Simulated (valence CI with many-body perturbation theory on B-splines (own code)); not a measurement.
Nb⁺: input, log and results

Computed by relativistic CI+MBPT: four valence electrons over a frozen Dirac-Fock core [Kr], radial functions for each j: 6 s, 6 p, 5 d, 5 f, 1 g, with the one-electron correlation potential Σ1 (screened to all orders), the two-electron term Σ2, the three-electron term Σ3, Breit, model QED; selected single and double excitations, second order for the rest, scaled by the run's own slope (own B-spline code, finite nucleus).

Command, and the settings that its task file holds:

```sh
python run_cv.py task.json out
```

```
atom Nb  Z=41  mass_number=93  rms_radius_fm=4.3240
core [Kr]
valence 4d4
avg = 1
basis = S
breit = 1
cap = 10000
capref = 1200
cscale = 1
de = 0.0
dress = 0
eps = 2e-08
extrap = 1
h = 0.27
hh = 1
l2 = 3
lcore = 6
maxit = 60
n2 = 5
natural = 0
nlev = 21
nno = [3, 3, 3, 3, 1]
nroot = 26
nsp = [3, 3, 2, 2, 0]
pt2 = 1
qed = 1
rpa = 1
s1 = 1
s2 = 1
s3 = 1
screen = 1
tol = 2e-05
whole = 1
```

It took 41 s on 1 thread of Intel(R) Xeon(R) 6975P-C (Granite Rapids), with other jobs on the host.

Log. The first blocks belong to the next ion, which gives the ionisation energy. Fields: 2J, parity (1 odd), roots, reference size, generating configurations, candidates as configurations/state functions, variational space P, stored matrix elements, Davidson steps; e2 is the range of second-order energies in hartree. The first line gives the box (bohr), its intervals, the orbitals and the steps of their self-consistent field. Window is the range of levels sought, series limit the energy at which the first omitted orbital would enter, core excitation an estimate of the first excitation out of the core, left out the lowest levels not solved, and shifts from estimates the range by which levels moved from their first estimate, all in cm⁻¹.

```
rmax 28.0 intervals 66 orbitals 40 references ['4d4', '4d3 5s', '4d2 5s2', '4d3 5p', '4d2 5s 5p'] scf 9 t 1.3
2J=3 par=0 roots 2 ref 32 generators 10 cand 352/966 P 372/998 nnz 0 it 0
2J=3 par=0 roots 2 ref 32 generators 27 cand 398/863 P 770/1861 nnz 0 it 6
   second order: generators 38 cand 3537/7700 e2 -0.00001 -0.00001
2J=5 par=0 roots 2 ref 34 generators 8 cand 288/949 P 307/983 nnz 0 it 0
2J=5 par=0 roots 2 ref 34 generators 24 cand 394/1012 P 701/1995 nnz 0 it 7
   second order: generators 29 cand 3288/8456 e2 -0.00001 -0.00001
2J=7 par=0 roots 2 ref 25 generators 8 cand 328/968 P 342/993 nnz 0 it 0
2J=7 par=0 roots 2 ref 25 generators 21 cand 408/1009 P 750/2002 nnz 0 it 6
   second order: generators 29 cand 3600/8776 e2 -0.00001 -0.00001
reference levels 487, estimated 46, window 11826 1/cm; series limit 85943, core excitation 236276
2J=0 par=0 roots 3 ref 21 generators 11 cand 382/626 P 1596/2770 nnz 1.1e+06 it 6
2J=0 par=0 roots 3 ref 21 generators 39 cand 889/1728 P 2485/4498 nnz 2e+06 it 10
   second order: generators 123 cand 18954/38443 e2 -0.00004 -0.00001
2J=2 par=0 roots 5 ref 44 generators 10 cand 181/957 P 802/3501 nnz 2.2e+06 it 5
2J=2 par=0 roots 5 ref 44 generators 36 cand 1297/5537 P 2099/9038 nnz 1e+07 it 9
   second order: generators 103 cand 18939/97831 e2 -0.00005 -0.00002
2J=4 par=0 roots 6 ref 64 generators 15 cand 149/996 P 641/3494 nnz 2.3e+06 it 4
2J=4 par=0 roots 6 ref 64 generators 44 cand 1072/6485 P 1713/9979 nnz 1.5e+07 it 10
   second order: generators 131 cand 20374/145383 e2 -0.00011 -0.00004
2J=6 par=0 roots 6 ref 58 generators 11 cand 139/993 P 609/3493 nnz 2.5e+06 it 8
2J=6 par=0 roots 6 ref 58 generators 37 cand 961/6506 P 1570/9999 nnz 1.6e+07 it 10
   second order: generators 119 cand 21858/166202 e2 -0.00014 -0.00004
2J=8 par=0 roots 6 ref 50 generators 15 cand 157/971 P 685/3483 nnz 2.4e+06 it 4
2J=8 par=0 roots 6 ref 50 generators 39 cand 1065/6514 P 1750/9997 nnz 1.5e+07 it 13
   second order: generators 151 cand 22003/160005 e2 -0.00011 -0.00003
2J=10 par=0 roots 4 ref 29 generators 11 cand 188/981 P 837/3500 nnz 2.4e+06 it 5
2J=10 par=0 roots 4 ref 29 generators 33 cand 1001/5349 P 1838/8849 nnz 1.1e+07 it 10
   second order: generators 110 cand 20068/137356 e2 -0.00006 -0.00003
2J=12 par=0 roots 2 ref 15 generators 6 cand 170/874 P 896/3180 nnz 2.2e+06 it 5
2J=12 par=0 roots 2 ref 15 generators 14 cand 438/1865 P 1334/5045 nnz 4.2e+06 it 9
   second order: generators 63 cand 14365/87680 e2 -0.00004 -0.00003
left out: unestimated 22428, estimated 15295, shifts from estimates -50 to 0
operators 2.7
```

The Davidson iterations converged.

Against 11 measured levels this calculation errs by 741 cm⁻¹ on average and by 1697 at most. These come from a selection out of the NIST Handbook of Basic Atomic Spectroscopic Data. Levels without a partner in it may be off by more, other configurations by 1,000 to 4,000 cm⁻¹. Only levels of the ground parity were solved; by the run's estimate the other parity begins above the list, which can be wrong where configurations are misplaced. 1 measured level below the end of the list, from 7261 cm⁻¹ on, found no clear computed partner, and computed levels of the same name lie up to 1620 cm⁻¹ from them.

- Valence energy: -4.652972 hartree
- Ionisation energy: 13.81 eV (NIST: 14.32 eV (semi-empirical))
- Reference configurations for the orbitals: 4d4, 4d3 5s, 4d2 5s2, 4d3 5p, 4d2 5s 5p
- Radial orbitals: 40
- Box radius: 28.01 bohr
- Largest variational space: 9999
- Lowest levels: 4d⁴ ⁵D_0 0.0000, 4d⁴ ⁵D_1 0.0175, 4d⁴ ⁵D_2 0.0498, 4d⁴ ⁵D_3 0.0938, 4d⁴ ⁵D_4 0.1473, 4d³5s ⁵F_1 0.1749, 4d³5s ⁵F_2 0.2089, 4d³5s ⁵F_3 0.2589, 4d³5s ⁵F_4 0.3237, 4d³5s ⁵F_5 0.4011, 4d⁴ ³P_0 0.9001, 4d⁴ ³P_1 0.9711, 4d³5s ³F_2 1.080, 4d⁴ ³P_2 1.101 eV

Names give the largest LS component (configuration and term), which can be under half, so a name can repeat, a term be missing and a line seem to break the LS rules; names also repeat where a configuration has a term twice.
